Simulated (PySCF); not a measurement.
tert-butylthiol (C4H10S), SMILES CC(C)(C)S.

Coordinates come from a PBE0-D3(BJ)/def2-SVP optimisation. One conformer was computed; it need not be the lowest.

Two levels are set side by side: TDA-PBE/def2-SVPD (PySCF) and TDA-M06-2X/def2-SVPD (PySCF). Vertical, same geometry. The lowest singlet is HOMO→LUMO 99 % with PBE and HOMO→LUMO+1 44 %, HOMO→LUMO 25 %, HOMO→LUMO+3 13 %, HOMO→LUMO+2 9 % with the other functional; states are paired by order. Differences are taken from unrounded values.

| quantity | TDA-M06-2X |
|---|---|
| lowest singlet excitation (eV) | 5.35 |
| lowest triplet excitation (TDA) (eV) | 4.97 |
| first bright state (f over 0.05) (eV) | 8.05 |
| its oscillator strength | 0.07 |

### Question
What does TDA-PBE give, and how far is it from TDA-M06-2X? (The exact figures need the calculation; the answer reports its results.)

### Answer

```tsv
quantity	TDA-PBE	TDA-PBE minus TDA-M06-2X
lowest singlet excitation (eV)	5.04	-0.31
lowest triplet excitation (TDA) (eV)	4.69	-0.28
first bright state (f over 0.05) (eV)	6.91	-1.15
its oscillator strength	0.05	-0.01
```

Functionals without exact exchange tend to place singlet excitations lower, as here. Differences between two approximate levels are no errors against the true value.

Rough cost on one machine, each run with all the roots and properties that it gave: TDA-M06-2X against TDA-PBE about 9 times.
